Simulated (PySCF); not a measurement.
## Core-level binding energies of methyl butanoate

Species: methyl butanoate, C5H10O2.
Cartesian coordinates in Å at the PBE0-D3(BJ)/def2-SVP level; atoms count from 1:
```
atom  x, y, z in Å
C1    -2.3433    0.3390    0.1821
C2    -1.7521   -1.0104   -0.1959
C3    -0.4328   -1.3047    0.5001
C4     0.6973   -0.4283    0.0253
O5     0.7222    0.1821   -1.0120
O6     1.7125   -0.4251    0.8984
C7     2.8487    0.3313    0.5210
H8    -2.5219    0.4087    1.2675
H9    -1.6678    1.1590   -0.1053
H10   -3.3050    0.5095   -0.3247
H11   -1.5884   -1.0503   -1.2846
H12   -2.4649   -1.8148    0.0473
H13   -0.1136   -2.3455    0.3159
H14   -0.5103   -1.2084    1.5949
H15    2.5888    1.3926    0.3923
H16    3.5799    0.2159    1.3297
H17    3.2691   -0.0357   -0.4273
```

Computed, not measured: delta-SCF UKS SCAN, pcX-2 on the ionised atom, pcseg-1 elsewhere, spin-free X2C in PySCF. Binding energies are ΔSCF values: E(core-ionised, relaxed orbitals) − E(ground state) at a fixed geometry, referred to the vacuum level.

Question: List the computed XPS lines with their assignment.

Answer: 
| atom(s) | bonded to | level | binding energy (eV) | above the level's lowest (eV) | count |
| --- | --- | --- | --- | --- | --- |
| O6 | 2 C | O 1s | 539.41 | +1.83 | 1 |
| O5 | C (double bond) | O 1s | 537.58 | 0.00 | 1 |
| C4 | O (double bond), O and C | C 1s | 294.37 | +3.87 | 1 |
| C7 | O and 3 H | C 1s | 292.54 | +2.04 | 1 |
| C3 | 2 C and 2 H | C 1s | 291.00 | +0.50 | 1 |
| C2 | 2 C and 2 H | C 1s | 290.68 | +0.18 | 1 |
| C1 | C and 3 H | C 1s | 290.50 | 0.00 | 1 |

Lowest listed C 1s: C1, bonded to C and 3 H. Highest, 3.87 eV above it: C4, bonded to O (double bond), O and C. Summing the Pauling electronegativity differences to the bonded atoms, each weighted by its formal bond order, gives -1.05 for the lowest site and +2.67 for the highest; no listed site has a larger sum than the highest.

Lowest listed O 1s: O5, bonded to C (double bond). Highest, 1.83 eV above it: O6, bonded to 2 C. Summing the Pauling electronegativity differences to the bonded atoms, each weighted by its formal bond order, gives -1.78 for the lowest site and -1.78 for the highest; the sum is the same at every site.

Question: Give the binding energy of C 1s of C4 in hartree and in kJ/mol.

Answer: 294.37 eV = 10.8179 Eh = 28402 kJ/mol.

Geometry: PBE0-D3(BJ)/def2-SVP, one conformer, isolated molecule.
